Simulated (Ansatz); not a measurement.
Input for Ansatz (a quantum-chemistry and plane-wave program): U-wB97X-V/def2-TZVPP on NO-, 2S+1 = 3, a spin state set in the input, which need not be the lowest, a point of a bond scan (R = 1.261 Å). Charge -1.

Ansatz 0.2 input:
```yaml
crystal:
  periodic: [false, false, false]
  atoms:
    - {symbol: N, position_ang: [0.00000000, 0.00000000, 0.00000000]}
    - {symbol: O, position_ang: [0.00000000, 0.00000000, 1.26141500]}
basis:
  gaussian:
    orbitals: def2-TZVPP
    pivot_positions_ang: [[0.00000000, 0.00000000, 0.00000000], [0.00000000, 0.00000000, 1.26141500]]
hamiltonian:
  xc: {name: wB97X-V}
total_charge: -1
magnetization: {spin_polarized: true, initial_magnetization: 2}
output: {forces: true, orbitals: {seedname: ./end}}
```

Task: Give the final energy of this run.

Result: -129.8992 hartree.
